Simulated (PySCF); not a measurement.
C2H5ITe, SMILES CC[Te]I.

Geometry optimised at PBE0-D3(BJ)/def2-SVP. The def2 effective core potentials stand for the cores of I, Te; spin–orbit coupling is left out. The values are those of a single conformer.

Method: PBE/def2-TZVP (PySCF).

Computed frontier levels, gap, dipole moment and polarisability:
```yaml
highest_occupied_level: -5.02 eV
lowest_empty_level: -3.30 eV
orbital_gap: 1.72 eV
dipole_moment: 2.10 D
quadrupole, principal values (traceless, Buckingham form, about the centre of nuclear charge): -6.53, 0.45, 6.08 D·Å
mean_static_polarisability: 97.6 bohr³ (14.46 Å³)
polarisability_principal_values: 71.1, 97.3, 124.2 bohr³
```
